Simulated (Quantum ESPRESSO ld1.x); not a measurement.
Task: The mean radii <r> (bohr) of the occupied orbitals of an atom or ion are listed with their occupations. All-electron calculation, Dirac Kohn-Sham, PBEsol, spin-unpolarised, spherical densities, point nucleus. Program: ld1.x of Quantum ESPRESSO 7.5.

orbital     occ.      <r>
1s1/2          2  0.04151
2s1/2          2   0.1833
2p1/2          2   0.1574
2p3/2          4   0.1614
3s1/2          2   0.5215
3p1/2          2   0.5213
3p3/2          4   0.5310
3d3/2        3.2   0.5231
3d5/2        4.8   0.5263
4s1/2          2    1.405
4p1/2    1.66667    1.583
4p3/2    3.33333    1.612
4d3/2        0.8    2.643
4d5/2        1.2    2.662

Name the element and its charge. Open shells, if any, are shared by 2j + 1.

Result: Z = 36, krypton, charge +1: Kr+ in [Ar] 3d8 4s2 4p5 4d2. The 1s radius gives Z: for a bare nucleus <r> = (2 gamma + 1)/(2Z) with gamma = sqrt(1 - (Z/c)^2), 0.04069 bohr for Z = 36, and screening makes it slightly larger (0.04151 here). The occupations add up to 35, and the charge is Z minus that.
